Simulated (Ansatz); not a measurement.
The first iterations of a band of ClFH2OSi + H2O (9 atoms, charge 0, multiplicity 1).

Level of theory: RKS B3LYP-D4/def2-SVP in Ansatz.

```json
{"movable images": "9", "climbing image": "yes", "spring": "5.0 eV/Å²", "optimiser": "quadratic models (default)", "start path": "through a guess of the saddle point", "force threshold": "0.5 eV/Å", "iteration limit": "60", "end points": "relaxed"}
```

First end point:

```xyz
9
Properties=species:S:1:pos:R:3
Si -0.401 0.215 0.112
H -0.141 0.557 1.509
F 0.935 -0.256 -0.688
O -0.980 1.575 -0.610
H -1.272 1.528 -1.528
Cl -1.778 -1.319 -0.146
O 0.956 -2.016 1.459
H 1.558 -1.943 0.704
H 0.295 -2.655 1.156
```

Last end point:

```xyz
9
Properties=species:S:1:pos:R:3
Si -0.527 -0.453 -0.618
H 2.048 -0.594 2.998
F 0.891 -0.073 -1.291
O -1.388 0.909 -0.359
H -1.324 1.618 -1.010
Cl -1.441 -1.743 -1.938
O -0.327 -1.179 0.833
H -0.233 -2.139 0.850
H 1.473 -0.658 2.502
```

| iteration | highest image above the first end (eV) | largest band force component (eV/Å) |
| --- | --- | --- |
| 1 | 22.569 | 88.940 |
| 2 | 11.463 | 69.905 |
| 3 | 2.445 | 13.466 |
| 4 | 1.928 | 9.015 |
| 5 | 1.910 | 3.735 |
| 6 | 1.878 | 2.834 |
| 7 | 1.862 | 2.252 |

Problem. Does the band converge within its limit, and where does its top end?

Solution. The run converged. It ended after 21 iterations with the highest image 1.566 eV above the first end. The threshold of 0.5 eV/Å is loose, so the images may lie well off the minimum-energy path. Neighbouring images differ by up to 1.9 eV, so the band resolves the path poorly. The order of the point at the top wasn't checked. The orbitals stay closed-shell, which can raise the energy where a bond breaks towards radicals; this wasn't checked here.

Run time: 9.2 min on 2 threads of AMD EPYC 7R43 64-Core Processor (Zen 3) (shared host), peak memory 0.24 GiB.
